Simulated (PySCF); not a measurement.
Cl2Te, singlet, at a GFN2-xTB geometry (all electrons, no relativity); TPSS/STO-3G run with PySCF.

Here is a job for PySCF.
```python
from pyscf import gto, scf, dft

mol = gto.M(
    atom='''
Te   -0.01170558    0.01195986    0.61430806
Cl    1.11463884    1.32379797   -0.94476070
Cl   -1.07883353   -1.36038108   -0.93429926
''',
    basis='sto-3g',
    verbose=4,
)

mf = dft.RKS(mol)
mf.xc = 'tpss'
mf.kernel()
mf.analyze()
```

The log (banner, timings and long lists left out):

```
PySCF version 2.14.0

[INPUT] verbose = 4
[INPUT] num. atoms = 3
[INPUT] num. electrons = 86
[INPUT] charge = 0
[INPUT] spin (= nelec alpha-beta = 2S) = 0
[INPUT] symmetry False subgroup None
[INPUT] Mole.unit = angstrom
[INPUT] Symbol           X                Y                Z      unit          X                Y                Z       unit  Magmom
[...]
nuclear repulsion = 445.976296561375
number of shells = 21
number of NR pGTOs = 135
number of NR cGTOs = 45
basis = sto-3g
ecp = {}

******** <class 'pyscf.dft.rks.RKS'> ********
method = RKS
initial guess = minao
damping factor = 0
level_shift factor = 0
DIIS = <class 'pyscf.scf.diis.CDIIS'>
diis_start_cycle = 1
diis_space = 8
diis_damp = 0
SCF conv_tol = 1e-09
SCF conv_tol_grad = None
SCF max_cycles = 50
direct_scf = True
direct_scf_tol = 1e-13
XC library pyscf.dft.libxc version 7.1.2
    S. Lehtola, C. Steigemann, M. J. T. Oliveira, and M. A. L. Marques,  SoftwareX 7, 1–5 (2018)
XC functionals = tpss
    J. Tao, J. P. Perdew, V. N. Staroverov, and G. E. Scuseria,  Phys. Rev. Lett. 91, 146401 (2003)
    J. P. Perdew, J. Tao, V. N. Staroverov, and G. E. Scuseria,  J. Chem. Phys. 120, 6898 (2004)
    J. Tao, J. P. Perdew, V. N. Staroverov, and G. E. Scuseria,  Phys. Rev. Lett. 91, 146401 (2003)
    J. P. Perdew, J. Tao, V. N. Staroverov, and G. E. Scuseria,  J. Chem. Phys. 120, 6898 (2004)
radial grids:
    Treutler-Ahlrichs [JCP 102, 346 (1995); DOI:10.1063/1.469408] (M4) radial grids

becke partition: Becke, JCP 88, 2547 (1988); DOI:10.1063/1.454033
pruning grids: <function nwchem_prune>
grids dens level: 3
symmetrized grids: False
atomic radii adjust function: <function treutler_atomic_radii_adjust>
small_rho_cutoff = 0
Set gradient conv threshold to 3.16228e-05
Initial guess from minao.
tot grids = 59720
init E= -7439.40564830316
[...]
cycle= 1 E= -7459.36480622897  delta_E=  -20  |g|= 0.199  |ddm|= 2.86
[...]
cycle= 2 E= -7459.35671377876  delta_E= 0.00809  |g|= 0.185  |ddm|= 1.04
[...]
cycle= 3 E= -7459.3813944507  delta_E= -0.0247  |g|= 0.0377  |ddm|= 0.703
[...]
cycle= 4 E= -7459.382402616  delta_E= -0.00101  |g|= 0.000882  |ddm|= 0.112
[...]
cycle= 5 E= -7459.38240320445  delta_E= -5.88e-07  |g|= 0.000116  |ddm|= 0.00322
[...]
cycle= 6 E= -7459.38240321404  delta_E= -9.59e-09  |g|= 6.9e-06  |ddm|= 0.000356
[...]
cycle= 7 E= -7459.38240321406  delta_E= -2.64e-11  |g|= 1.64e-06  |ddm|= 2.36e-05
[...]
Extra cycle  E= -7459.38240321408  delta_E= -1.82e-11  |g|= 2.66e-06  |ddm|= 1.58e-05
converged SCF energy = -7459.38240321408
**** SCF Summaries ****
Total Energy =                       -7459.382403214082842
Nuclear Repulsion Energy =             445.976296561374909
One-electron Energy =               -11177.064304233092116
Two-electron Energy =                 3271.705604457635218
Two-electron Coulomb Energy =         3499.277572298271480
DFT Exchange-Correlation Energy =     -227.571967840636205
HOMO-LUMO gap [eV] =                     2.651149414785688
**** MO energy ****
[...]
 ** Mulliken pop on meta-lowdin orthogonal AOs  **
 ** Mulliken pop  **
 ** Mulliken atomic charges  **
charge of    0Te =      0.38559
charge of    1Cl =     -0.19280
charge of    2Cl =     -0.19279
Dipole moment(X, Y, Z, Debye): -0.03206,  0.03261,  1.68075
```
